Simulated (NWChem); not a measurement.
# SiBr₂, singlet; SMILES Br[Si]Br

```xyz
3

Si     0.0000     0.0000     1.1806
Br     1.7557     0.0000    -0.2361
Br    -1.7557     0.0000    -0.2361
```
Atoms are numbered in this order, from 1.

Computed with NWChem. Low-valent species are run as closed-shell singlets; no triplet was tried in these runs. All runs use the structure optimised with PBE0/def2-SVP. Ions are spin-unrestricted doublets at the neutral geometry; other ion states weren't tried.

Question: Taking PBE0/def2-TZVPP as the yardstick, which of these has the fewest basis functions while keeping “vertical ionisation energy, ΔSCF (eV)” within 0.1 eV of it: PBE0/pcseg-2; PBE0/aug-pcseg-1; PBE0/pcseg-1?

Answer: PBE0/pcseg-2.
```json
[
 {"level": "PBE0/pcseg-1", "basis functions": "72", "vertical ionisation energy, ΔSCF (eV)": "9.70"},
 {"level": "PBE0/aug-pcseg-1", "basis functions": "99", "vertical ionisation energy, ΔSCF (eV)": "9.68"},
 {"level": "PBE0/pcseg-2", "basis functions": "120", "vertical ionisation energy, ΔSCF (eV)": "9.60"},
 {"level": "PBE0/def2-TZVPP", "basis functions": "138", "vertical ionisation energy, ΔSCF (eV)": "9.56"}
]
```

The yardstick is one finite set, not the basis-set limit.
